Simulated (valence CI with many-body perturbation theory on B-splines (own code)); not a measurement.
Ladder of approximations for Br3+

Computed by valence CI with perturbative core correlation (CI+MBPT): four valence electrons over a frozen Dirac-Fock core [Ar] 3d10, radial functions for each j: 11 s, 11 p, 9 d, 7 f, 5 g, 2 h, 1 i, with the one-electron correlation potential Σ1, the two-electron term Σ2, the three-electron term Σ3, Breit, model QED; selected CI, second order for the rest, scaled by the run's own slope (own B-spline code, finite nucleus).

No measured spectrum was set against this ion. As an estimate, levels hold to about 250 cm⁻¹ or 0.2 % of their energy and the worst to 1 %, as in measured heavy ions of charge 2 to 7; those with d or f electrons hold less well. Core correlation moves these levels by up to 6900 cm⁻¹, and in measured spectra 5 to 20 % of such shifts remained as error; rates that hang on mixing are uncertain with them. Among the levels kept, up to 470 cm⁻¹ of a level comes from second order outside the variational space, and about a tenth of that is noise between levels of different J, which matters for small intervals.

Each rung adds one term. CI alone is the Dirac-Coulomb CI over the frozen core; QED comes last and gives the full result, which names the levels. Energies are above 4s²4p² ³P_0 on the same rung, in eV. A blank means that the level has no clear partner on that rung.

Names give the largest LS component (configuration and term), which can be under half, so a name can repeat, a term be missing and a line seem to break the LS rules; names also repeat where a configuration has a term twice.

```
        Level  CI alone
  4s²4p² ³P_1     0.310
  4s²4p² ³P_2     0.671
  4s²4p² ¹D_2     1.996
  4s²4p² ¹S_0     4.161
  4s4p³ ⁵S°_2     9.783
  4s4p³ ³D°_1    13.380
  4s4p³ ³D°_2    13.397
  4s4p³ ³D°_3    13.497
  4s4p³ ³P°_0    15.430
  4s4p³ ³P°_1    15.456
  4s4p³ ³P°_2    15.473
  4s4p³ ¹D°_2    16.839
4s²4p4d ³F°_2    19.151
4s²4p4d ³F°_3    19.380
  4s4p³ ³S°_1    20.261
4s²4p4d ³F°_4    19.739
```

(1) What do these energies become with core correlation, Breit and QED?

(2) How does the ionisation energy move along the ladder, and which term matters most?

Answers

(1) 4s²4p² ³P_1 0.325 (+0.0149); 4s²4p² ³P_2 0.695 (+0.0237); 4s²4p² ¹D_2 2.007 (+0.0115); 4s²4p² ¹S_0 4.163 (+0.0026); 4s4p³ ⁵S°_2 10.239 (+0.4563); 4s4p³ ³D°_1 13.745 (+0.3641); 4s4p³ ³D°_2 13.759 (+0.3627); 4s4p³ ³D°_3 13.864 (+0.3664); 4s4p³ ³P°_0 15.747 (+0.3172); 4s4p³ ³P°_1 15.775 (+0.3184); 4s4p³ ³P°_2 15.794 (+0.3210); 4s4p³ ¹D°_2 17.138 (+0.2983); 4s²4p4d ³F°_2 19.503 (+0.3518); 4s²4p4d ³F°_3 19.738 (+0.3585); 4s4p³ ³S°_1 20.015 (-0.2460); 4s²4p4d ³F°_4 20.111 (+0.3724).

(2) CI alone 46.549, + Σ1 47.178, + Σ2 47.001, + Σ3 46.986, + Breit 46.967, + QED 46.970 eV. The largest step is Σ1, 0.629 eV. NIST lists 47.782 ± 0.012 eV (measured), further off than its uncertainty and the later steps.
